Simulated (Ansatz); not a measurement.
Consider the atomization: `[SiH3][N]([SiH3])[Cu]` → Cu• + 6 H• + N• + 2 Si•.

Isolated molecules relaxed with PBE0-D4/def2-TZVP in Ansatz; ΔE leaves out vibrations. CCSD(T)/CBS adds triple-zeta CCSD(T) − MP2 to the extrapolated MP2 energy (def2 sets, frozen cores). This one scheme is used for every species, atoms too. Functionals use def2-TZVPP. Open shells (•) are unrestricted, without spin–orbit coupling. Spin–orbit coupling would lower the free atoms: a little for Si. For Cu outer-core shells are correlated without core-valence functions, so the limit isn't a true one: a few kJ/mol of doubt a bond, and 10 to 20 or more in all where bonds break to atoms. Scalar relativity is left out up to krypton.

CCSD(T)/CBS gives +30.29 eV.

(1) Another level gave +30.48 eV. Which?
A. ωB97X-V/def2-TZVPP
B. BLYP-D4/def2-TZVPP
C. BHLYP/def2-TZVPP
D. CCSD/def2-TZVPP

Largest T1 diagnostic among the species: 0.026, so the coupled-cluster value is less sure than usual.

## Answers

(1) A. ωB97X-V 30.48, BLYP-D4 29.96, CCSD/def2-TZVPP 28.97, BHLYP 29.18 eV.

From PBE to PBE0 (25 % exact exchange), in def2-TZVPP and without D4, ΔE moves by −0.29 eV: exact exchange takes away binding that semilocal exchange gives to molecules. Leaving LDA and LC-ωPBE aside and taking each functional with its dispersion term where it has one, the values, not all of them listed here, spread over 1.06 eV, from revPBE-D4 to ωB97X-V. LDA lies +3.94 eV from PBE without D4, its usual overbinding.

For atomizations the MP2-based limit and the directly extrapolated one differ by several kJ/mol either way, and by 10 to 25 for some Ge, Se and Sn compounds, so smaller differences from it don't rank the levels.
